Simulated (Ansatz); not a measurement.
Isolated molecules relaxed with PBE0-D4/def2-TZVP in Ansatz; ΔE leaves out vibrations. CBS: MP2 limit from def2 TZ/QZ plus the TZ coupled-cluster correction, frozen cores. Functionals use def2-TZVPP. For Ge, Se outer-core shells are correlated without core-valence functions, which leaves a few kJ/mol of doubt a bond. Scalar relativity is left out up to krypton. One conformer a species, not always the lowest.

Consider the formal exchange of groups at the Se–C bond: `CC(=O)[SeH]` + `[CH3][GeH]([NH2])[Cl]` → `[CH3][GeH]([Cl])[SeH]` + `CC(N)=O`.

```csv
level,ΔE (eV)
r2SCAN0-D4,-0.93
ωB97M-V,-0.88
LC-ωPBE,-0.94
SCS-MP2/def2-QZVPP,-0.76
```

Task: What does CCSD(T)/CBS give? (Estimate.)

Result: Ansatz gave: -0.79 eV. The listed levels differ from it by -0.14, -0.09, -0.15, 0.03 eV.

Largest T1 diagnostic among the species: 0.014.

From r2SCAN to r2SCAN0 (25 % exact exchange), in def2-TZVPP and without D4, ΔE moves by −0.09 eV. Leaving LDA and LC-ωPBE aside and taking each functional with its dispersion term where it has one, the values, not all of them listed here, spread over 0.21 eV, from BHLYP-D4 to BLYP-D4. LDA lies −0.10 eV from PBE without D4.
